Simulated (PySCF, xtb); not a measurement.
Ti(I)2(NH2)2 (H4I2N2Ti), SMILES [Ti]([NH2])([I])([NH2])[I], multiplicity 1. The values are those of a single conformer.

Harmonic wavenumbers (cm⁻¹) from GFN2-xTB (xtb 6.7.1) at its own minimum, in rising order: 55, 72, 100, 104, 118, 138, 142, 242, 308, 414, 423, 439, 465, 602, 646, 1473, 1475, 3249, 3286, 3313, 3349.

Task: What does B3LYP-D3(BJ)/def2-SVP (PySCF 2.14.0) give at its own minimum? (An estimate is asked for; the answer gives what the named calculation found.)

Result: 55, 103, 118, 129, 158, 174, 249, 295, 361, 444, 466, 510, 530, 744, 751, 1456, 1477, 3511, 3515, 3616, 3628. Paired by order, the mean absolute difference is 91 cm⁻¹ and the zero-point energies are 29.2 and 31.9 kcal/mol.
